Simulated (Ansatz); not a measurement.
`C[N](C)[Sn][N](C)C` + `[F][Zn][Br]` → `C[N](C)[Sn][F]` + `C[N](C)[Zn][Br]`  (redistribution)

Computed with Ansatz on PBE0-D4/def2-TZVP structures; ΔE is electronic, products minus reactants. CCSD(T)/CBS adds triple-zeta CCSD(T) − MP2 to the extrapolated MP2 energy (def2 sets, frozen cores). Functionals use def2-TZVPP. HSE06 is defined as in plane-wave codes. Elements past krypton have def2 core potentials. For Br, Sn, Zn outer-core shells are correlated without core-valence functions, which leaves a few kJ/mol of doubt a bond. Scalar relativity is left out up to krypton. One conformer a species, not always the lowest.

```tsv
level	ΔE (kJ/mol)
revPBE-D4	-28.6
revPBE	-44.8
HSE06	-38.9
RPA@PBE/def2-TZVPP	-27.6
```

(1) What does CCSD(T)/CBS give? (An estimate is asked.)

Largest T1 diagnostic among the species: 0.017.

Results:

(1) The calculation gave: -24.2 kJ/mol. The listed levels differ from it by -4.4, -20.6, -14.7, -3.4 kJ/mol.

Leaving LDA and LC-ωPBE aside and taking each functional with its dispersion term where it has one, the values, not all of them listed here, spread over 9.6 kJ/mol, from B2PLYP to revPBE-D4. LDA lies +3.3 kJ/mol from PBE without D4. From BLYP to BHLYP (50 % exact exchange), in def2-TZVPP and without D4, ΔE moves by +7.1 kJ/mol.
